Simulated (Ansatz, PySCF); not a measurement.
HBF2Se (SMILES FB(F)[SeH]), singlet, geometry from GFN2-xTB. Base run: CASSCF(2,2)/STO-3G run with PySCF.

PySCF was given this input:
```python
from pyscf import gto, scf, mcscf
import numpy

mol = gto.Mole()
mol.atom = '''
    B     0.19929966   -0.58944236    0.70003787
    F     1.33433058   -1.24175642    0.78225807
    F    -0.67042407   -0.80051842    1.66336027
    Se   -0.16158961    0.59840763   -0.74153670
    H    -1.47761029    0.98182595   -0.29850667
'''
mol.basis = 'sto-3g'
mol.verbose = 4
mol.build()

mf = scf.RHF(mol)
mf.kernel()
mc = mcscf.CASSCF(mf, 2, 2)
mc.fix_spin_(ss=0.0)
mc.kernel()
occ = numpy.linalg.eigvalsh(mc.fcisolver.make_rdm1(mc.ci, mc.ncas, mc.nelecas))[::-1]
ss = mc.fcisolver.spin_square(mc.ci, mc.ncas, mc.nelecas)[0]
print('natural occupations', occ.round(4), ' <S^2>', round(ss, 4))
```

Programs used: Ansatz (a program for electronic structure), PySCF; a row that names a program was run with it.

Variants of this job, named by their change:

| change | ΔE vs base (mEh) | natural occupations | <S^2> of the state | outcome |
|---|---|---|---|---|
| base | 0.000 | 2.00 0.00 | 0.00 | converged |
| active space = 4 electrons, 5 orbitals | -18.499 | 1.99 1.98 0.02 0.01 0.00 | 0.00 | converged |
| code = ansatz; correction = SC-NEVPT2, all electrons | -105.2 | - | - | converged |
| orbitals = fixed (CASCI) | 0.008 | 2.00 0.00 | 0.00 | converged |
| start = MP2 natural orbitals | -11.254 | 1.99 0.01 | 0.00 | converged |
| state_average = 2 states | 9.254 | - | - | converged |
| code = ansatz | -16.434 | - | - | converged |
| active space = 6 electrons, 6 orbitals | -35.712 | 1.99 1.98 1.97 0.03 0.02 0.01 | 0.00 | converged |
| active space = 8 electrons, 7 orbitals | - | - | - | not converged |
| conv_tol = 1e-5 | 0.000 | 2.00 0.00 | 0.00 | converged |
| correction = SC-NEVPT2 | -98.556 | 2.00 0.00 | 0.00 | converged |

Active orbitals are taken around the Fermi level unless the row says otherwise; CASSCF can end in different local minima, and two programs can end on different orbitals. State-averaged rows give the lowest state.
